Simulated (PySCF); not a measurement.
**SiSb⁺: one state, many levels of theory**

State: ³Σ⁻ (triplet), unpaired electrons π ↑↑. Set-up: basis Si def2-SVP, Sb def2-SVP with ECP28; scalar-relativistic core potentials; PySCF 2.14. De refers to Si⁺ + Sb in their high-spin ground configurations, without counterpoise correction. The functionals are run spin-unrestricted. A positive dipole points towards Sb; it is taken about the centre of mass and depends on that origin.

```tsv
Level	Re (Å)	ωe (cm⁻¹)	De (eV)	μ (D)
UHF	2.526	347	1.22	-4.35
UHF-MP2	2.524	375	2.11	n/a
UHF-SCS-MP2	2.534	359	2.01	n/a
UHF-CCSD	2.551	340	2.12	n/a
UHF-CCSD(T)	2.561	336	2.26	n/a
PBE	2.573	331	3.27	-3.17
BP86	2.578	328	3.26	-3.23
r²SCAN	2.546	345	2.99	-3.23
M06-L	2.548	344	3.36	-2.55
PBE0	2.533	354	2.93	-3.31
B97-3	2.549	346	2.95	-3.30
ωB97X	2.492	380	2.95	-3.26
```

**Question.** Which functional lies closest to UHF-CCSD(T) in De, which farthest, and by how much do they differ from it?

**Answer.** Closest is PBE0 (-2.8 pm in Re, +5.4 % in ωe, +0.67 eV in De against UHF-CCSD(T) in the same basis), farthest M06-L (-1.3 pm in Re, +2.4 % in ωe, +1.10 eV in De). CCSD(T) converges more slowly with the basis than the functionals do and binds too weakly in this one, so the order can change at the basis-set limit.

**Question.** What does a quarter of exact exchange do here, going from PBE to PBE0?

**Answer.** PBE0 less PBE: -4.0 pm in Re, +6.9 % in ωe, -0.34 eV in De. Exact exchange removes part of the self-interaction that spreads semilocal densities, and in most molecules shortens and stiffens the bond and lowers De; so it does here.

**Question.** What does the step from GGA to meta-GGA do here, going from PBE to r²SCAN?

**Answer.** r²SCAN less PBE: -2.7 pm in Re, +4.2 % in ωe, -0.28 eV in De. 

Correlated steps freeze 9 core orbitals. Correlated levels converge slowly with the basis: in double zeta they bind strong bonds too weakly, by up to about 1 eV, and carry superposition errors of some tenths. These are scalar-relativistic numbers at best; spin–orbit coupling would shift them, the dissociation energy most. For an ion De counts to the pair picked by the measured ionisation energies or electron affinities, which need not be the lowest pair at this level. The state is the lowest determinant that a PBE0 search found; another state may lie lower at other levels.
